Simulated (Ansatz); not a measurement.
`FC#C[SiH3]` + H₂ → `C#CF` + SiH₄ at 600 K and 1 bar (hydrogenolysis of a C–Si bond).

Calculated with Ansatz (gas phase, PBE0-D4/def2-TZVP geometries, no zero-point term in ΔE). CCSD(T)/CBS adds triple-zeta CCSD(T) − MP2 to the extrapolated MP2 energy (def2 sets, frozen cores). This one scheme is used for every species.

| species | CCSD(T)/CBS energy (Eh) | H − E (kJ/mol) | S (J/(mol·K)) |
| --- | --- | --- | --- |
| `FC#C[SiH3]` | -466.68020 | 142.6 | 358.2 |
| H₂ | -1.17544 | 43.9 | 150.8 |
| `C#CF` | -176.38388 | 82.8 | 269.3 |
| SiH₄ | -291.46306 | 108.7 | 242.3 |

H − E and S are ideal-gas, rigid-rotor, harmonic terms from PBE0-D4/def2-TZVP. The MP2-based limit puts H₂ 0.8 mEh under its directly extrapolated value; such offsets cancel only in part. 1 Eh = 2625.50 kJ/mol, R = 8.31446 J/(mol·K).

Question: By hand: ΔE, ΔH, ΔS and ΔG.

Answer: ΔE = (-176.38388) + (-291.46306) − (-466.68020) − (-1.17544) = 0.00870 Eh = 22.8 kJ/mol. Δ(H − E) = 82.8 + 108.7 − 142.6 − 43.9 = 5.0, so ΔH = 27.8 kJ/mol. ΔS = 269.3 + 242.3 − 358.2 − 150.8 = 2.6 J/(mol·K). ΔG = 27.8 − 600 × (2.6)/1000 = 26.2 kJ/mol.

Question: By hand: the equilibrium constant, and the temperature at which ΔG would vanish if ΔH and ΔS stayed fixed.

Answer: log₁₀ K = −ΔG/(RT ln 10) = -2.3. ΔG = 0 at ΔH/ΔS = 10692 K, far beyond where these terms or the molecules hold.

The number of gas molecules stays the same, so ΔS is small and ΔH decides. A doubt of 5 kJ/mol in ΔE shifts log₁₀ K by 0.4 here. These are equilibria of isolated gas molecules and say nothing of rates. Largest T1 diagnostic: 0.013 (customary marks: 0.02 for closed shells, 0.045 for open ones).
